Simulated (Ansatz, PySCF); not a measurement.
System: CH2NS, charge 0, multiplicity 2. It need not be the lowest isomer of its formula. SMILES: N[C]=S
Structure (B3LYP-D3(BJ)/def2-TZVP (Ansatz, a program for electronic structure) minimum search):
```
N
H 1 1.0071
C 1 1.3129 2 120.60
H 1 1.0157 2 117.02 3 180.00
S 3 1.5929 1 136.94 2 180.00
```
Charge 0, spin multiplicity 2.

Property: vertical electron affinity (to the singlet state of charge -1; a negative value means that the extra electron is unbound and the number depends on the basis; each state is the SCF solution reached for its spin; for the singlet T1 is 0.035), in eV. Cores are frozen in the correlated levels unless marked. Open shells are spin-unrestricted. Spin-orbit coupling is left out. No relativistic terms. Anions need diffuse functions: aug- sets have them; def2-D sets add few. Basis-set limits of correlation are two-point, X^-3; Hartree-Fock from the larger set. [CCSD(T)-MP2]/basis is that difference in the basis named.

```tsv
level	program	vertical electron affinity (eV)
SVWN5/def2-TZVPD	Ansatz	0.62
PBE/def2-TZVPD	Ansatz	0.42
r2SCAN/def2-TZVPD	Ansatz	0.27
PBE0/def2-TZVPD	Ansatz	0.34
BHLYP/def2-TZVPD	Ansatz	0.27
M06-2X/def2-TZVPD	PySCF	0.45
wB97M-V/def2-TZVPD	Ansatz	0.45
B2PLYP/def2-TZVPD	Ansatz	(withheld)
SCS-MP2/aug-cc-pV(T+d)Z	Ansatz	0.50
CCSD/aug-cc-pV(D+d)Z	Ansatz	(withheld)
RI-MP2/CBS(aug-cc-pV(T+d)Z,aug-cc-pV(Q+d)Z)+[CCSD(T)-MP2]/aug-cc-pV(T+d)Z	Ansatz	(withheld)
```

Question: Complete the blanks.

Answer: 
- B2PLYP/def2-TZVPD, vertical electron affinity (eV): 0.37
- CCSD/aug-cc-pV(D+d)Z, vertical electron affinity (eV): 0.32
- RI-MP2/CBS(aug-cc-pV(T+d)Z,aug-cc-pV(Q+d)Z)+[CCSD(T)-MP2]/aug-cc-pV(T+d)Z, vertical electron affinity (eV): 0.60
